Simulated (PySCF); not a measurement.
# Converging TlCl in the basis (PBE)

PySCF, UKS reference; singlet, unpaired electrons none; De to Tl + Cl without counterpoise correction.

```
                 basis                           relativity  functions  Re (Å)  ωe (cm⁻¹)  De (eV)  μ (D)
              def2-SVP  scalar-relativistic core potentials         44   2.537        289     4.50  -3.84
cc-pVDZ-PP/cc-pV(D+d)Z  scalar-relativistic core potentials         46   2.550        276     4.46  -4.35
             def2-SVPD  scalar-relativistic core potentials         59   2.570        270     4.57  -4.88
          x2c-TZVPPall                        spin-free X2C        125   2.512        278      n/a  -4.23
```

(1) How does each smaller set differ from the one with most functions, x2c-TZVPPall?

A positive dipole means Tl(−)Cl(+). Spin–orbit coupling is left out, which matters for elements this heavy, above all for dissociation energies.

Results:

(1) def2-SVP: +2.5 pm, +4.0 % in ωe; cc-pVDZ-PP/cc-pV(D+d)Z: +3.8 pm, -0.7 % in ωe; def2-SVPD: +5.8 pm, -2.9 % in ωe. All at PBE; the set with most functions is neither the basis-set limit nor always the best. The rows treat relativity differently, so the differences are not basis effects alone.
